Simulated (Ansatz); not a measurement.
```yaml
crystal:
  periodic: [false, false, false]
  atoms:
    - {symbol: O, position_ang: [0.130399, -1.212770, -0.836928]}
    - {symbol: Ta, position_ang: [-0.058728, 0.321341, 0.219016]}
    - {symbol: F, position_ang: [1.083069, -0.382094, 1.539955]}
    - {symbol: F, position_ang: [-1.914943, 0.174243, 0.329849]}
    - {symbol: F, position_ang: [0.704219, 1.350918, -1.198186]}
    - {symbol: F, position_ang: [-0.170122, 1.895460, 1.244593]}
    - {symbol: H, position_ang: [0.210352, -2.060075, -1.430977]}
basis:
  gaussian: {orbitals: def2-TZVPP, point_charges: [{charge: 1.00, position_ang: [5.705, -0.256, 0.308]}]}
total_charge: 1
magnetization: {spin_polarized: true, initial_magnetization: 2}
hamiltonian: {xc: {name: rPW86-PBE}, dispersion: d3bjatm}
output: {forces: true}
```

```sh
$ ansatz run in.yaml --threads 4 --pin off --events-out ev --progress --plain --max-ram 10444MiB
```

Output, abridged:

```
Error: a molecule whose nuclei and cores have a total charge of 58 cannot have a net charge of 1 together with 2 unpaired electrons
```

(1) Something in this input is off. What?

## Answers

(1) The number of unpaired electrons doesn't fit the electron count. The input was rejected before any iteration.
